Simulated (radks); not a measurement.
Question: These are the eigenvalues of the occupied orbitals of an atom or ion with whole-number occupations (eV). Calculated with a radial shooting solver on a logarithmic mesh with Libxc functionals: non-relativistic Kohn-Sham, PBE, spin-unpolarised, spherical densities, point nucleus.

| orbital | eigenvalue |
|---|---|
| 1s | -55104.45 |
| 2s | -10258.91 |
| 2p | -9874.117 |
| 3s | -3475.115 |
| 3p | -3303.807 |
| 3d | -2990.205 |
| 4s | -1698.868 |

Which element is it, and in what charge state? The configuration may be excited.

Answer: Z = 68, erbium, charge +38: Er38+ in [Ar] 3d10 4s2. The list shows which subshells hold electrons but not how many an open one holds; the 1s level, -2025.1 hartree, gives Z - s = 63.6 by -(Z - s)^2/2, which with screening narrows Z to a few neighbours, and the depths of the outer levels then fix element, charge and occupations together.
